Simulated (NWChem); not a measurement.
Everything below was run with NWChem. System: HClSi, charge 0, spin multiplicity 1, displaced from the optimised geometry. The structure started from a generated list of species.

Job file:

```
start mol
memory heap 200 mb stack 900 mb global 1100 mb
geometry units angstroms nocenter noautoz noautosym
  Si    -0.750692    -0.813678     0.000000
  H      0.327639    -1.910612     0.000000
  Cl     2.623400     3.176708     0.000000
end
basis spherical
  * library cc-pvdz
end
dft
  xc xpbe96 cpbe96
  semidirect memsize 60000000 filesize 0
  iterations 100
end
task dft energy
```

The output up to the point where the run's verdict is printed (cleaned and shortened):

```
             Northwest Computational Chemistry Package (NWChem) 7.3.0
             --------------------------------------------------------

                                NWChem Input Module
                                -------------------

 Scaling coordinates for geometry "geometry" by  1.889725989
 (inverse scale =  0.529177249)

                             Geometry "geometry" -> ""
                             -------------------------

 Output coordinates in angstroms (scale by  1.889725989 to convert to a.u.)

  No.       Tag          Charge          X              Y              Z
 ---- ---------------- ---------- -------------- -------------- --------------
    1 Si                  14.0000    -0.75069200    -0.81367800     0.00000000
    2 H                    1.0000     0.32763900    -1.91061200     0.00000000
    3 Cl                  17.0000     2.62340000     3.17670800     0.00000000

 Effective nuclear repulsion energy (a.u.)      30.5291686282

            Nuclear Dipole moment (a.u.)
            ----------------------------
        X                 Y               Z
 ---------------- ---------------- ----------------
    65.0363390812    76.9154986858     0.0000000000


 Summary of "ao basis" -> "" (spherical)
 ------------------------------------------------------------------------------
       Tag                 Description            Shells   Functions and Types
 ---------------- ------------------------------  ------  ---------------------
 *                          cc-pvdz                   on all atoms

  pbe96 is a nonlocal functional; adding pw91lda local functional.

                                 NWChem DFT Module
                                 -----------------

 Summary of "ao basis" -> "ao basis" (spherical)
 ------------------------------------------------------------------------------
       Tag                 Description            Shells   Functions and Types
 ---------------- ------------------------------  ------  ---------------------
 Si                         cc-pvdz                  8       18   4s3p1d
 H                          cc-pvdz                  3        5   2s1p
[...]
 d= 0,ls=0.5,diis    52   -749.7888387069 -3.30D-05  4.62D-05  1.39D-03     4.1
 d= 0,ls=0.5,diis    53   -749.7888705728 -3.19D-05  4.42D-05  1.28D-03     4.2
 d= 0,ls=0.5,diis    54   -749.7888985015 -2.79D-05  4.03D-05  1.18D-03     4.2
 d= 0,ls=0.5,diis    55   -749.7889201813 -2.17D-05  4.01D-05  1.11D-03     4.3
 d= 0,ls=0.5,diis    56   -749.7889413213 -2.11D-05  3.86D-05  1.04D-03     4.4
 d= 0,ls=0.5,diis    57   -749.7889608654 -1.95D-05  3.46D-05  9.75D-04     4.4
 d= 0,ls=0.5,diis    58   -749.7889760041 -1.51D-05  3.11D-05  9.27D-04     4.5
 d= 0,ls=0.5,diis    59   -749.7889888976 -1.29D-05  3.12D-05  8.86D-04     4.5
 d= 0,ls=0.5,diis    60   -749.7890022018 -1.33D-05  3.07D-05  8.43D-04     4.6
 d= 0,ls=0.5,diis    61   -749.7890150173 -1.28D-05  2.73D-05  8.01D-04     4.7
 d= 0,ls=0.5,diis    62   -749.7890253523 -1.03D-05  2.53D-05  7.68D-04     4.7
 d= 0,ls=0.5,diis    63   -749.7890348844 -9.53D-06  2.55D-05  7.38D-04     4.8
 d= 0,ls=0.5,diis    64   -749.7890445043 -9.62D-06  2.46D-05  7.07D-04     4.9
 d= 0,ls=0.5,diis    65   -749.7890533683 -8.86D-06  2.47D-05  6.78D-04     4.9
 d= 0,ls=0.5,diis    66   -749.7890620664 -8.70D-06  2.41D-05  6.50D-04     5.0
 d= 0,ls=0.5,diis    67   -749.7890702245 -8.16D-06  2.33D-05  6.24D-04     5.1
 d= 0,ls=0.5,diis    68   -749.7890777490 -7.52D-06  2.30D-05  6.01D-04     5.1
 d= 0,ls=0.5,diis    69   -749.7890850734 -7.32D-06  2.26D-05  5.78D-04     5.2
 d= 0,ls=0.5,diis    70   -749.7890917942 -6.72D-06  2.13D-05  5.57D-04     5.3
 d= 0,ls=0.5,diis    71   -749.7890977841 -5.99D-06  2.16D-05  5.39D-04     5.3
 d= 0,ls=0.5,diis    72   -749.7891040237 -6.24D-06  2.19D-05  5.19D-04     5.4
 d= 0,ls=0.5,diis    73   -749.7891101939 -6.17D-06  2.10D-05  5.00D-04     5.5
 d= 0,ls=0.5,diis    74   -749.7891154993 -5.31D-06  2.06D-05  4.84D-04     5.5
 d= 0,ls=0.5,diis    75   -749.7891205746 -5.08D-06  1.82D-05  4.69D-04     5.6
 d= 0,ls=0.5,diis    76   -749.7891240438 -3.47D-06  1.66D-05  4.60D-04     5.6
 d= 0,ls=0.5,diis    77   -749.7891276647 -3.62D-06  1.90D-05  4.49D-04     5.7
 d= 0,ls=0.5,diis    78   -749.7891317259 -4.06D-06  1.78D-05  4.37D-04     5.8
 d= 0,ls=0.5,diis    79   -749.7891355048 -3.78D-06  1.75D-05  4.26D-04     5.8
 d= 0,ls=0.5,diis    80   -749.7891390942 -3.59D-06  1.92D-05  4.16D-04     5.9
 d= 0,ls=0.5,diis    81   -749.7891422836 -3.19D-06  1.84D-05  4.06D-04     6.0
 d= 0,ls=0.5,diis    82   -749.7891456973 -3.41D-06  1.52D-05  3.96D-04     6.0
 d= 0,ls=0.5,diis    83   -749.7891485403 -2.84D-06  1.25D-05  3.89D-04     6.1
 d= 0,ls=0.5,diis    84   -749.7891522570 -3.72D-06  1.21D-05  3.78D-04     6.2
 d= 0,ls=0.5,diis    85   -749.7891557706 -3.51D-06  1.20D-05  3.66D-04     6.2
 d= 0,ls=0.5,diis    86   -749.7891589668 -3.20D-06  1.39D-05  3.56D-04     6.3
 d= 0,ls=0.5,diis    87   -749.7891628734 -3.91D-06  3.08D-05  3.43D-04     6.4
 d= 0,ls=0.5,diis    88   -749.7891700246 -7.15D-06  2.02D-05  3.18D-04     6.4
 d= 0,ls=0.5,diis    89   -749.7891751576 -5.13D-06  2.56D-05  3.02D-04     6.5
 d= 0,ls=0.5,diis    90   -749.7891799322 -4.77D-06  2.78D-05  2.88D-04     6.5
 d= 0,ls=0.5,diis    91   -749.7891844532 -4.52D-06  2.78D-05  2.74D-04     6.6
 d= 0,ls=0.5,diis    92   -749.7891891742 -4.72D-06  2.61D-05  2.60D-04     6.7
 d= 0,ls=0.5,diis    93   -749.7891932165 -4.04D-06  3.02D-05  2.49D-04     6.7
 d= 0,ls=0.5,diis    94   -749.7892009158 -7.70D-06  2.53D-05  2.25D-04     6.8
 d= 0,ls=0.5,diis    95   -749.7892045267 -3.61D-06  2.38D-05  2.13D-04     6.9
 d= 0,ls=0.5,diis    96   -749.7892084938 -3.97D-06  2.26D-05  2.03D-04     6.9
 d= 0,ls=0.5,diis    97   -749.7892124021 -3.91D-06  2.14D-05  1.93D-04     7.0
 d= 0,ls=0.5,diis    98   -749.7892153965 -2.99D-06  2.10D-05  1.85D-04     7.1
 d= 0,ls=0.5,diis    99   -749.7892173834 -1.99D-06  2.09D-05  1.81D-04     7.1
 d= 0,ls=0.5,diis   100   -749.7892197372 -2.35D-06  2.28D-05  1.75D-04     7.2
```

Convergence was not reached. The next line reads: Calculation failed to converge. NWChem stopped with the message: dft energy failed.
